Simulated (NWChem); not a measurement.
System: C2H3Br; SMILES C=CBr

Program: NWChem. This build's default masses of Se (78.918 u) and Br (79.917 u) are each other's, which moves their modes by up to 0.6 %. The level has its own optimisation; frequencies are unscaled. Brackets give each atom's bonded neighbours.

Task: Predict the results for PBE/def2-SVP. Quantities: r C–C (Å); r C–H [C(CHH)–H(C)] (Å); r Br–C (Å); r C–H [C(BrCH)–H(C)] (Å); highest harmonic frequency (cm⁻¹); lowest (cm⁻¹); zero-point energy (kcal/mol); dipole (D).

Result: 
```json
{
  "r C–C (Å)": "1.339",
  "r C–H [C(CHH)–H(C)] (Å)": "1.101",
  "r Br–C (Å)": "1.895",
  "r C–H [C(BrCH)–H(C)] (Å)": "1.101",
  "highest harmonic frequency (cm⁻¹)": "3188",
  "lowest (cm⁻¹)": "338",
  "zero-point energy (kcal/mol)": "25.5",
  "dipole (D)": "1.19"
}
```
